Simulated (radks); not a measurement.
Task: Excited configurations of P9+: one electron is placed in a higher orbital outside [He] 2s2 2p1. The ground configuration is [He] 2s2 2p2. Method: scalar-relativistic Kohn-Sham, PBE, spin-polarised, spherical densities, finite nucleus; open shells are filled with parallel spins first; Fermi nuclear charge, rms radius 3.1889 fm; computed with a radial shooting solver on a logarithmic mesh with Libxc functionals. Excitation = E - E(ground); binding = E(ion) - E, where the ion is the core of charge +10; n* = 10/sqrt(2 binding) in atomic units. These energies are relativistic, and a one-electron ion of charge +10 with no core already has n* below n in this formula (scalar-relativistic equation, point nucleus: 3s 2.998, 3d 3.000, 4p 3.999, 4d 3.999, 5d 4.999, 6s 5.998, 6f 6.000, 7f 7.000). The quantum defect is therefore taken as that value minus n*, so that it holds no relativistic shift of the bare ion.

| outer orbital | excitation (eV) | binding (eV) | n* | quantum defect | eigenvalue (eV) | <r> (bohr) |
|---|---|---|---|---|---|---|
| 3s | 242.80 | 183.01 | 2.727 | 0.271 | -174.56 | 1.128 |
| 3d | 266.35 | 159.46 | 2.921 | 0.079 | -148.84 | 0.9787 |
| 4p | 331.33 | 94.482 | 3.795 | 0.204 | -90.151 | 2.086 |
| 5d | 368.43 | 57.382 | 4.869 | 0.130 | -54.814 | 3.290 |
| 6s | 383.56 | 42.248 | 5.675 | 0.323 | -40.602 | 4.880 |
| 6f | 386.86 | 38.945 | 5.911 | 0.089 | -37.156 | 4.692 |
| 7f | 397.11 | 28.702 | 6.885 | 0.115 | -27.489 | 6.590 |

Estimate the row for 4d.

Result: excitation (eV) 335.92; binding (eV) 89.893; n* 3.890; quantum defect 0.109; eigenvalue (eV) -85.331; <r> (bohr) 1.990. The Delta-SCF ionisation energy is 425.81 eV (NIST Atomic Spectra Database: 424.4 eV, semi-empirical). Self-interaction in the functional shifts the binding energies and quantum defects, so they are the method's values and not measured ones. Open shells are spherical and high-spin; term and fine-structure splittings are not resolved.
